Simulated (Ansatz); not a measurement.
Reaction (substitution at a C–Zn bond): `O[CH2][Zn][F]` + `O[SiH2]S` → `OCO[SiH2]S` + `[F][ZnH]`

Isolated molecules relaxed with PBE0-D4/def2-TZVP in Ansatz; ΔE leaves out vibrations. CCSD(T)/CBS is the MP2 limit (def2-TZVPP, def2-QZVPP) plus CCSD(T) − MP2 in def2-TZVPP, frozen cores. DFT in def2-TZVPP. B3LYP here is the variant with VWN-RPA as its local correlation; programs differ in this. For Zn outer-core shells are correlated without core-valence functions, which leaves a few kJ/mol of doubt a bond. Scalar relativity is left out up to krypton. One conformer a species, not always the lowest.

`O[CH2][Zn][F]`:

Cartesian coordinates in Å:
```
O 0.914 -0.673 1.029
C 0.613 0.118 -0.111
Zn -1.288 0.518 -0.319
F -3.005 0.855 -0.474
H 0.616 -1.570 0.871
H 1.022 -0.318 -1.029
H 1.128 1.070 0.034
```

`O[SiH2]S`:

Cartesian coordinates in Å:
```
O 0.827 1.063 0.667
Si 0.135 -0.391 0.347
S -0.882 -0.454 -1.527
H 1.391 1.439 -0.010
H 1.133 -1.483 0.220
H -0.789 -0.620 1.477
H -1.815 0.446 -1.174
```

`OCO[SiH2]S`:

```xyz
11

O    -1.695   -0.009    0.017
C    -0.816   -0.637    0.901
O     0.379   -1.022    0.284
Si    1.240   -0.001   -0.686
S     1.388    1.975    0.098
H    -2.014   -0.659   -0.616
H    -1.252   -1.543    1.334
H    -0.617    0.094    1.689
H     0.644    0.050   -2.042
H     2.613   -0.545   -0.725
H     0.131    2.297   -0.253
```

`[F][ZnH]`:

```xyz
3

F     0.343    1.564    0.471
Zn   -0.017   -0.076   -0.023
H    -0.326   -1.488   -0.448
```

| level | ΔE (kJ/mol) | difference from CCSD(T)/CBS |
| --- | --- | --- |
| PBE-D4 | 9.7 | 3.3 |
| r2SCAN-D4 | 3.1 | -3.3 |
| B3LYP-D4 | 1.6 | -4.8 |
| B2PLYP | 6.1 | -0.3 |
| PBE0 | 7.4 | 1.0 |
| B3LYP | 10.0 | 3.6 |
| HF/def2-TZVPP | -15.8 | -22.2 |
| MP2/def2-TZVPP | 5.1 | -1.3 |
| SCS-MP2/def2-TZVPP | 1.2 | -5.2 |
| CCSD(T)/def2-TZVPP | -1.8 | -8.2 |
| HF/def2-QZVPP | -14.5 | -20.9 |
| MP2/def2-QZVPP | 10.3 | 3.9 |
| SCS-MP2/def2-QZVPP | 6.3 | -0.1 |
| HF/CBS(def2) | -14.3 | -20.7 |
| MP2/CBS(def2) | 13.3 | 6.9 |
| CCSD/CBS(def2) | 5.8 | -0.6 |
| CCSD(T)/CBS | 6.4 | 0 |

Largest T1 diagnostic among the species: 0.018.

The D4 term adds −8.5 kJ/mol with B3LYP and −4.8 kJ/mol with PBE0; it sums over pairs of atoms, weighted by their polarisabilities, and B3LYP, whose exchange is more repulsive, gets the larger term. From PBE to PBE0 (25 % exact exchange), in def2-TZVPP and without D4, ΔE moves by −7.8 kJ/mol.
